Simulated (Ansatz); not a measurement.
```yaml
crystal:
  periodic: [false, false, false]
  atoms:
    - {symbol: F, position_ang: [-0.086272, -1.890285, 1.766401]}
    - {symbol: Ga, position_ang: [1.083137, -1.126081, 0.732019]}
    - {symbol: Cl, position_ang: [3.076447, -1.787164, 0.771659]}
    - {symbol: O, position_ang: [0.552717, 0.175942, -0.309301]}
    - {symbol: Si, position_ang: [-0.843913, 0.971247, -0.655337]}
    - {symbol: H, position_ang: [-1.431131, 1.560175, 0.576771]}
    - {symbol: H, position_ang: [-1.832907, 0.044108, -1.265091]}
    - {symbol: H, position_ang: [-0.518078, 2.052067, -1.617132]}
basis:
  gaussian: {orbitals: 6-31G, fitting: {mean_field: def2-universal-jkfit}}
total_charge: 1
magnetization: {spin_polarized: true, initial_magnetization: 1}
hamiltonian: {xc: {name: HF}}
correlation: {active_space: {window: {electrons: 40, orbitals: 30}}}
accuracy: high
```

```sh
$ ansatz run in.yaml --threads 4 --pin off --events-out ev --progress --plain --max-ram 10444MiB
```

Q: How does Ansatz answer? (Best estimate.)

A: Computed: The program refused the input.
```
Error: invalid value for `correlation.active_space`: it starts from restricted Hartree–Fock orbitals; set hamiltonian.xc: hf without magnetization.spin_polarized
```
